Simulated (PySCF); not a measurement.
# How methods differ on the excitation energy of Ga⁺

Ga⁺ [Ar] 3d10 4s2 (1S) → Ga⁺ [Ar] 3d10 4s1 5s1 (3S), as a difference of total energies. Computed with PySCF 2.14 in x2c-QZVPPall with one added diffuse shell each of s, p, d, f type (12s8p6d5f1g, 110 functions), with the spin-free X2C one-electron Hamiltonian (Gaussian nucleus). Correlated levels: valence: [Ar] 3d10 frozen; valence and next inner shell: [Ne] frozen. The calculations carry no spin-orbit coupling.

```json
{"method": "UHF", "excitation energy (eV)": "11.273"}
{"method": "LDA", "excitation energy (eV)": "13.133"}
{"method": "PBE0", "excitation energy (eV)": "12.500"}
{"method": "r2SCAN", "excitation energy (eV)": "12.730"}
{"method": "r2SCANh", "excitation energy (eV)": "12.655"}
{"method": "LC-wPBE", "excitation energy (eV)": "12.542"}
{"method": "MP2 (valence)", "excitation energy (eV)": "11.934"}
{"method": "MP2 (valence and next inner shell)", "excitation energy (eV)": "12.679"}
{"method": "SCS-MP2 (valence and next inner shell)", "excitation energy (eV)": "12.747"}
```

Task: Estimate what PBE gives.

Result: 12.757 eV, closest to SCS-MP2 (valence and next inner shell) among the rows shown.

Task: Estimate what SCS-MP2 (valence) gives.

Result: 12.138 eV, closest to MP2 (valence) among the rows shown.

Errors of the correlated levels include the incompleteness of this basis and the frozen core.

For comparison: 12.764 eV (measured; NIST levels).
